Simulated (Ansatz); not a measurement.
Cost and result for the atomization energy of `[CH3][Al]([CH3])[O]B(O)O` (15 atoms, 14 bonds).

Cartesian coordinates in Å:
```
C 1.9059 0.9677 -0.1311
Al 0.1856 0.4438 0.6085
C -0.3845 0.6690 2.4542
O -0.9842 -0.2114 -0.4556
B -1.0205 -1.0805 -1.4889
O -2.0925 -1.1587 -2.3446
O 0.0363 -1.9320 -1.7013
H 2.6744 1.0966 0.6354
H 2.2569 0.2245 -0.8525
H 1.8233 1.9187 -0.6692
H -0.2675 -0.2706 3.0062
H -1.4419 0.9404 2.5187
H 0.1986 1.4268 2.9840
H -2.7777 -0.5318 -2.1052
H -0.1122 -2.5025 -2.4585
```

Total charge 0; spin multiplicity 1. The geometry is a stationary point of PBE0-D4/def2-TZVP. It is one conformer, not always the lowest. Program: Ansatz. All runs use 2 threads of an AMD EPYC 7R13 on a shared host and a share of an NVIDIA H100 80 GB. Times are those of one run each, without the atoms' runs, and a repeat can differ threefold. Electronic energies, without spin–orbit coupling; frozen cores. CCSD(T)/CBS adds CCSD(T) − MP2 in def2-TZVPP to the MP2 limit, and its time is that of the two runs behind it. T1 = 0.012. B3LYP takes the VWN-RPA correlation (the form of Gaussian; ORCA's B3LYP/G).

CCSD(T)/CBS is a level of theory with its own doubt, some kJ/mol a heavy atom from the limit and from the frozen cores, so smaller differences don't rank the functionals.

```
                             level  functions  wall time
                PBE0-D4/def2-TZVPP        340        2 s
   PBE-D4/def2-TZVPP (with forces)        340      2.3 s
                 B2PLYP/def2-TZVPP        340      2.6 s
 B3LYP-D4/def2-TZVPP (with forces)        340      2.7 s
r2SCAN-D4/def2-TZVPP (with forces)        340        3 s
                ωB97X-V/def2-TZVPP        340      3.2 s
  ωB97M-V/def2-TZVPP (with forces)        340      3.7 s
                    MP2/def2-QZVPP        652        5 s
                CCSD(T)/def2-TZVPP        340      9.5 s
                 CCSD(T)/CBS(def2)          –       15 s
```

Q: What atomization energy does each give, and how far from CCSD(T)/CBS? (Estimate.)

A: Ansatz gave: 
```tsv
level	atomization (kcal/mol)	difference from CCSD(T)/CBS	per bond
PBE0-D4/def2-TZVPP	1475.9	-5.7	-0.4
PBE-D4/def2-TZVPP (with forces)	1502.2	20.6	1.5
B2PLYP/def2-TZVPP	1466.7	-14.9	-1.1
B3LYP-D4/def2-TZVPP (with forces)	1476.7	-4.9	-0.3
r2SCAN-D4/def2-TZVPP (with forces)	1487.5	5.9	0.4
ωB97X-V/def2-TZVPP	1479.3	-2.3	-0.2
ωB97M-V/def2-TZVPP (with forces)	1485.4	3.8	0.3
MP2/def2-QZVPP	1501.0	19.4	1.4
CCSD(T)/def2-TZVPP	1445.0	-36.6	-2.6
CCSD(T)/CBS(def2)	1481.6	0.0	0.0
```

The D4 term adds +10.4 kcal/mol with B3LYP and +5.6 kcal/mol with PBE0; it sums over pairs of atoms, weighted by their polarisabilities, and B3LYP, whose exchange is more repulsive, gets the larger term. In def2-TZVPP, CCSD(T) changes the Hartree–Fock value by +342.3 kcal/mol (the triples alone add +19.9 kcal/mol) and MP2 by +376.5 kcal/mol; breaking electron pairs costs correlation energy, which Hartree–Fock lacks. From PBE to PBE0 (25 % exact exchange), in def2-TZVPP and without D4, the atomization energy moves by −25.3 kcal/mol: exact exchange takes away binding that semilocal exchange gives to molecules.
